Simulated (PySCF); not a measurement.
Si(F)3(Et) (C₂H₅F₃Si), SMILES CC[Si](F)(F)F. Atoms are numbered in the order given.

```xyz
11

C     -2.3457     0.1983     0.4175
C     -1.2279    -0.8232     0.1513
Si     0.4267    -0.0427    -0.0765
F      0.4364     0.9761    -1.3233
F      1.5846    -1.1272    -0.3428
F      0.8640     0.8092     1.2181
H     -2.1426     0.7828     1.3284
H     -2.4433     0.9088    -0.4181
H     -3.3177    -0.3009     0.5487
H     -1.1475    -1.5461     0.9819
H     -1.4455    -1.4206    -0.7512
```

Coordinates come from a B3LYP-D3(BJ)/def2-SVP optimisation. The values are those of a single conformer.

Vertical ionisation energy (IE) and electron affinity (EA) in eV. Rows of orbital energies are one-electron estimates. Where ΔSCF, EOM or ADC give a negative EA the extra electron is unbound and the value depends on the basis.

```csv
level,IE,EA
"−ε(HOMO), −ε(LUMO), r2SCAN/def2-TZVP (PySCF)",8.46,-0.48
"−ε(HOMO), −ε(LUMO), PBE/def2-TZVP (PySCF)",8.15,0.18
```
